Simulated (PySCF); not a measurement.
**Which functional comes closest?**

Molecule: SMILES C=CC(=O)N(C)C, C$_{5}$H$_{9}$NO.

Geometry:
```tsv
atom	x (Å)	y (Å)	z (Å)
C1	2.862	-0.828	-0.075
C2	1.546	-0.765	-0.288
C3	0.689	0.029	0.646
O4	1.193	0.695	1.536
N5	-0.668	-0.013	0.452
C6	-1.344	-0.812	-0.540
C7	-1.503	0.845	1.257
H8	3.289	-0.308	0.787
H9	3.526	-1.381	-0.743
H10	1.108	-1.267	-1.153
H11	-1.506	-0.268	-1.489
H12	-0.801	-1.740	-0.755
H13	-2.331	-1.104	-0.151
H14	-2.082	1.537	0.622
H15	-2.214	0.254	1.860
H16	-0.856	1.422	1.928
```

Geometry PBE0-D3(BJ)/def2-SVP throughout; GIAO in PySCF 2.14.0 with density-fitted response routines, gas phase, one conformer, non-relativistic; equivalent atoms averaged; basis pcSseg-1.

Reference values (measured; solution, not stated per compound (mostly CDCl3 or CCl4); Pretsch, Buehlmann, Badertscher, Structure Determination of Organic Compounds, 4th ed. (2009)): δ(H10) = 6.64 ppm, δ(H9) = 5.55 ppm, δ(H8) = 6.12 ppm. Computed shifts are taken against TMS, calculated as an isolated molecule at each level.

Problem. How do the functionals KT2, B3LYP, PBE0, mPW1PW91, B97-2, CAM-B3LYP, wB97X-D, LC-wPBE perform against the reference? Times are CPU seconds on shared hosts with different chips, so compare them loosely; the GGAs took longer than the global hybrids here, which isn't the general rule, and the cause wasn't traced.

Solution. 
```tsv
functional	kind	H10	H9	H8	mean abs. error H	core-s
KT2	GGA	6.47	5.70	6.66	0.29	29
B3LYP	global hybrid	6.52	5.90	6.90	0.42	19
PBE0	global hybrid	6.61	6.06	7.02	0.48	20
mPW1PW91	global hybrid	6.58	6.05	7.02	0.49	13
B97-2	global hybrid	6.53	5.97	6.95	0.45	17
CAM-B3LYP	range-separated hybrid	6.53	6.04	7.04	0.51	22
wB97X-D	range-separated hybrid	6.54	6.10	7.08	0.54	22
LC-wPBE	range-separated hybrid	6.60	6.27	7.22	0.62	33
```

For 1H the closest is KT2 (0.29 ppm) and the furthest LC-wPBE (0.62 ppm). One molecule is a small sample, and vibrational and solvent effects are absent from the calculation.
